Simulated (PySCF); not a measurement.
# Relaxation of singlet IOCl

These are results of PySCF, PBE0, basis I def2-TZVP with ECP28, O def2-TZVP, Cl def2-TZVP (scalar-relativistic core potentials, no spin–orbit coupling, density fitting), not measurements. A (50,194) grid was used.

A hand-made bent start, of Cs symmetry, held to at least that symmetry:

Coordinates in bohr (charge 0 multiplicity 1):
```
I    -0.4471    0.0000   -0.6757
O    -3.3263    0.0000    1.3405
Cl    3.1441    0.0000    1.8390
```

Optimiser trace:
```csv
step,E − E(last) (kJ/mol),largest gradient (Eh/bohr)
0,6.61,0.03565
1,0.32,0.00693
2,0.01,0.00126
3,0.00,0.00015
4,0.00,0.00006
```

It ends at Cs with I–Cl 2.359 Å, I–O 1.802 Å; Cl–I–O 107.2° (after a last refinement on a finer grid). A frequency run shows a minimum. Other isomers or separated fragments may lie lower.

The relaxation took about 40 core-seconds on a shared host.
